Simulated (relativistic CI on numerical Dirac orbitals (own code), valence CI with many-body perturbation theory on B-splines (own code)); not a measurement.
## Six levels of theory along the 22-electron sequence, Cr²⁺ to Co⁵⁺

Errors of calculated excitation energies against measured levels, in cm⁻¹, for ions with the ground configuration 3d4. A: short ab initio CI on KLI orbitals; B: with Slater integrals scaled by 0.85 (0.9 from charge 5); C: with a P86 correlation functional too. D: large valence CI outside the frozen Dirac-Fock core [Ar] of the bare core ion; E: with the core-valence potential Σ₁; F: with Σ₁, the screening Σ₂, a three-electron term, Breit and QED. Only levels that pair in all six are counted (misses over 12,000 cm⁻¹ in F are taken as false pairs). α is the calculated polarisability of the core. The settings of D to F were settled on neutral and singly charged spectra, so those rows are no blind test.

Mean absolute error inside 3d4:

```
 Ion     A    B    C     D    E    F
Cr²⁺  4649  967  976  1415  665  249
Mn³⁺  3820  358  357   730  443  267
Fe⁴⁺  5360  951  949   613  667  373
Co⁵⁺  5456  955  958   618  972  407
```

Mean signed error of 3d3 4s:

```
 Ion  α (bohr³)      A      B      C       D       E      F
Cr²⁺      0.811  -1291  -4411   +218  -27255  -21043  -2594
Mn³⁺      0.627   -850  -4096  +1588  -35006  -27267  -3793
Fe⁴⁺      0.495  +1506  -3152  +3369  -40273  -31374  -3667
Co⁵⁺      0.398  +2805   -711  +6511  -44592  -34859  -3504
```

Inside 3d4, A goes from 4649 to 5456, B from 967 to 955 and F from 249 to 407; F is closer than B for 4 of the 4 ions. For 3d3 4s, D misses by -27255 in Cr²⁺ and -44592 in Co⁵⁺, although α falls from 0.81 to 0.4 bohr³; with all terms F leaves -2594 and -3504, that is 10 % and 8 % of D's error. The large errors of D come from the relaxation of the core as the number of d electrons changes, which the short lists include from the start through orbitals optimised for each configuration.

Sources of the measured levels: Cr²⁺, Sugar and Corliss, J. Phys. Chem. Ref. Data 6, 317 (1977); Mn³⁺, Corliss and Sugar, J. Phys. Chem. Ref. Data 6, 1253 (1977); Fe⁴⁺, Corliss and Sugar, J. Phys. Chem. Ref. Data 11, 135 (1982); Co⁵⁺, Sugar and Corliss, J. Phys. Chem. Ref. Data 10, 1097 (1981).
